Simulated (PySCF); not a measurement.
## A small calculation by hand: oscillator strength and radiative lifetime

Al(Cl)(Me)(Et) (C3H8AlCl), SMILES C[CH2][Al]([CH3])[Cl].

The structure is a stationary point at B3LYP-D3(BJ)/def2-SVP. One conformer was computed; it need not be the lowest.

TDDFT-PBE0/def2-SVPD (PySCF) puts the first singlet state with f over 0.02 at 6.20 eV (vertical), with the transition dipole (-0.473, -0.179, -0.692) in atomic units.

Task: Find the oscillator strength, the wavelength and the radiative lifetime that this transition would have in vacuum if emission retraced absorption.

Result: 
|μ|² = 0.7346 au, so |μ| = 2.18 D. ΔE = 6.20/27.211 = 0.2278 hartree. f = (2/3) ΔE |μ|² = 0.112 (the program prints 0.112).
λ = 1239.84/6.20 = 200 nm; ν = 50006 cm⁻¹.
Einstein's coefficient A = 0.6670 ν² f s⁻¹ (ν in cm⁻¹) = 1.9e8 s⁻¹, so τ = 1/A = 5.4 ns. This state is S2; the lower singlet has f = 0.000. The figure is the radiative limit of this one transition; relaxation, internal conversion, crossing to triplets and a medium change what is measured.
